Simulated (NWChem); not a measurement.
System: CaH₂SO; SMILES [OH][Ca][SH]

Excerpt of the output:

```
             Northwest Computational Chemistry Package (NWChem) 7.3.0
             --------------------------------------------------------

                             Geometry "geometry" -> ""
                             -------------------------

 Output coordinates in angstroms (scale by  1.889725989 to convert to a.u.)

  No.       Tag          Charge          X              Y              Z
 ---- ---------------- ---------- -------------- -------------- --------------
    1 Ca                  20.0000     0.46106100    -0.45779900     0.33866600
    2 O                    8.0000     0.29507500    -2.39967900    -0.02591500
    3 H                    1.0000     0.14920800    -3.31960600    -0.24812200
    4 S                   16.0000    -0.16723100     2.07587100     0.19212200
    5 H                    1.0000    -1.23155100     1.88594400    -0.62079500

 Effective nuclear repulsion energy (a.u.)     142.8459627393

                              NWChem Property Module
                              ----------------------

  itol2e modified to match energy
  convergence criterion.

                                 NWChem DFT Module
                                 -----------------

 Summary of "ao basis" -> "ao basis" (spherical)
 ------------------------------------------------------------------------------
       Tag                 Description            Shells   Functions and Types
 ---------------- ------------------------------  ------  ---------------------
 Ca                         6-311g**                17       39   8s7p2d
 O                          6-311g**                 8       18   4s3p1d
 H                          6-311g**                 4        6   3s1p
 S                          6-311g**                12       26   6s5p1d

  itol2e modified to match energy
  convergence criterion.

            General Information
            -------------------
          SCF calculation type: DFT
          Wavefunction type:  closed shell.
          No. of atoms     :     5
          No. of electrons :    46
           Alpha electrons :    23
            Beta electrons :    23
          Charge           :     0
          Spin multiplicity:     1
          Use of symmetry is: off; symmetry adaption is: off
          Maximum number of iterations: 150
          AO basis - number of functions:    95
                     number of shells:    45
          Convergence on energy requested:  1.00D-07
          Convergence on density requested:  1.00D-05
          Convergence on gradient requested:  5.00D-04

              XC Information
              --------------
                         B3LYP Method XC Potential
                     Hartree-Fock (Exact) Exchange  0.200
                        Slater Exchange Functional  0.800 local
                    Becke 1988 Exchange Functional  0.720 non-local
              Lee-Yang-Parr Correlation Functional  0.810
                  VWN I RPA Correlation Functional  0.190 local

             Grid Information
             ----------------
          Grid used for XC integration:  fine
          Radial quadrature: Mura-Knowles
          Angular quadrature: Lebedev.
          Tag              B.-S. Rad. Rad. Pts. Rad. Cut. Ang. Pts.
          ---              ---------- --------- --------- ---------
          Ca                  1.80      140          13.0       974
          O                   0.60       70          12.0       590
          H                   0.35       60          14.0       590
          S                   1.00      123          14.0       770
          Grid pruning is: on
          Number of quadrature shells:   453
          Spatial weights used:  Erf1

      Superposition of Atomic Density Guess
      -------------------------------------

 Sum of atomic energies:       -1149.99504213

      Non-variational initial energy
      ------------------------------

 Total energy =   -1150.268735
 1-e energy   =   -1864.008979
 2-e energy   =     570.894281
 HOMO         =      -0.337664
 LUMO         =      -0.116084

   convergence    iter        energy       DeltaE   RMS-Dens  Diis-err
 ---------------- ----- ----------------- --------- --------- ---------
 d= 0,ls=0.0,diis     1  -1152.2216601830 -1.30D+03  1.71D-02  2.81D+00
 d= 0,ls=0.0,diis     2  -1151.6530095854  5.69D-01  1.37D-02  6.79D+00
 d= 0,ls=0.0,diis     3  -1152.3244449428 -6.71D-01  3.18D-03  4.97D-01
 d= 0,ls=0.0,diis     4  -1152.3681111074 -4.37D-02  1.75D-03  2.34D-02
 d= 0,ls=0.0,diis     5  -1152.3704710649 -2.36D-03  6.54D-04  6.53D-03
  Resetting Diis
 d= 0,ls=0.0,diis     6  -1152.3712967023 -8.26D-04  7.78D-05  1.18D-04
 d= 0,ls=0.0,diis     7  -1152.3713087955 -1.21D-05  4.64D-05  9.07D-06
 d= 0,ls=0.0,diis     8  -1152.3713077855  1.01D-06  2.29D-05  2.19D-05
 d= 0,ls=0.0,diis     9  -1152.3713099608 -2.18D-06  5.53D-06  8.13D-07
 d= 0,ls=0.0,diis    10  -1152.3713100450 -8.43D-08  9.14D-07  1.27D-08

[...]

          -----------------------------------------
          Chemical Shielding Tensors (GIAO, in ppm)
          -----------------------------------------

                                NWChem CPHF Module
                                ------------------

  scftype          =     RHF
  nclosed          =       23
  nopen            =        0
  variables        =     1656
  # of vectors     =        3
  tolerance        = 0.10D-03
  level shift      = 0.00D+00
  max iterations   =       50
  max subspace     =       30

 SCF residual:    4.5577369963822497E-005

Iterative solution of linear equations
  No. of variables     1656
  No. of equations        3
  Maximum subspace       30
        Iterations       50
       Convergence  1.0D-04

   iter   nsub   residual    time
   ----  ------  --------  ---------
     1      3    2.72D-01      20.0
     2      6    1.71D-02      23.6
     3      9    1.11D-03      27.1
     4     12    5.04D-05      30.7

      Atom:    1  Ca
        Diamagnetic
   1416.1156     -1.1363      0.6037
     -1.1363   1426.3337      0.5643
      0.6037      0.5643   1415.6234

        Paramagnetic
   -587.9014    -68.8929     -6.4738
    -68.8929    -58.3469     15.6000
     -6.4738     15.6000   -593.8089

        Total Shielding Tensor
    828.2142    -70.0291     -5.8702
    -70.0291   1367.9868     16.1643
     -5.8702     16.1643    821.8145

           isotropic =    1006.0052
          anisotropy =     557.1386

          Principal Components and Axis System
                 1           2           3
             1377.4309    824.2014    816.3832

      1        -0.1267     -0.6004      0.7896
      2         0.9915     -0.1009      0.0824
      3         0.0302      0.7933      0.6081

      Atom:    2  O
        Diamagnetic
    378.3685      5.3211      1.3051
      5.3211    416.4448      8.7778
      1.3051      8.7778    379.5554

        Paramagnetic
   -215.9536      1.9579      3.9826
      1.9579     -9.0740     27.8634
      3.9826     27.8634   -214.5763

        Total Shielding Tensor
    162.4149      7.2790      5.2877
      7.2790    407.3708     36.6411
      5.2877     36.6411    164.9790

           isotropic =     244.9216
          anisotropy =     252.1811

          Principal Components and Axis System
                 1           2           3
              413.0424    165.2235    156.4990

      1         0.0318      0.8052     -0.5922
      2         0.9887     -0.1123     -0.0996
      3         0.1467      0.5823      0.7996

      Atom:    3  H
        Diamagnetic
     23.6542      3.5367      0.9011
      3.5367     46.8468      5.5762
      0.9011      5.5762     24.3899

        Paramagnetic
      1.6034     -1.3191     -0.3840
     -1.3191      0.1324     -1.1931
     -0.3840     -1.1931      1.4699

        Total Shielding Tensor
     25.2577      2.2176      0.5171
      2.2176     46.9792      4.3831
      0.5171      4.3831     25.8598

           isotropic =      32.6989
          anisotropy =      23.0712

          Principal Components and Axis System
                 1           2           3
               48.0797     25.0851     24.9319

      1         0.0992      0.7992     -0.5928
      2         0.9758     -0.1948     -0.0993
      3         0.1948      0.5686      0.7992

      Atom:    4  S
        Diamagnetic
   1057.3670     -1.1028      2.1901
     -1.1028   1059.7497     -0.1208
      2.1901     -0.1208   1055.8331

        Paramagnetic
   -315.8311    -44.4124     21.6028
    -44.4124   -301.3984    -26.5042
     21.6028    -26.5042   -339.8052

        Total Shielding Tensor
    741.5359    -45.5153     23.7929
    -45.5153    758.3513    -26.6250
     23.7929    -26.6250    716.0279

           isotropic =     738.6384
          anisotropy =     106.7568

          Principal Components and Axis System
                 1           2           3
              809.8096    704.3738    701.7317

      1        -0.6011      0.5353     -0.5934
      2         0.7157      0.6910     -0.1016
      3        -0.3557      0.4857      0.7985

      Atom:    5  H
        Diamagnetic
     36.6636     -0.2575     10.5229
     -0.2575     26.1517      0.2791
     10.5229      0.2791     30.2600

        Paramagnetic
      0.3292     -0.1385     -3.6526
     -0.1385      3.1477     -0.3659
     -3.6526     -0.3659      2.4803

        Total Shielding Tensor
     36.9928     -0.3960      6.8703
     -0.3960     29.2994     -0.0867
      6.8703     -0.0867     32.7403

           isotropic =      33.0108
          anisotropy =      13.5873

          Principal Components and Axis System
                 1           2           3
               42.0690     29.3054     27.6581

      1         0.8047     -0.0365     -0.5925
      2        -0.0290      0.9945     -0.1007
      3         0.5929      0.0982      0.7992
```

Level: B3LYP/6-311G** (spherical d), GIAO. Geometry: optimised at PBE0/def2-SVP. NWChem prints the field gradient with the sign opposite to the second derivative of the potential. The printed shielding anisotropy is the first printed principal value minus the mean of the other two.

**Question.** Reconstruct the input file.

**Answer.** One answer among several that fit: the input that was run:
```
start job
memory heap 200 mb stack 900 mb global 1100 mb
geometry units angstroms noautosym nocenter noautoz
  Ca     0.461061    -0.457799     0.338666
  O      0.295075    -2.399679    -0.025915
  H      0.149208    -3.319606    -0.248122
  S     -0.167231     2.075871     0.192122
  H     -1.231551     1.885944    -0.620795
end
basis spherical
  Ca library 6-311g**
  O library 6-311g**
  H library 6-311g**
  S library 6-311g**
end
dft
  xc b3lyp
  iterations 150
end
property
  shielding
  efieldgrad
end
task dft property
```
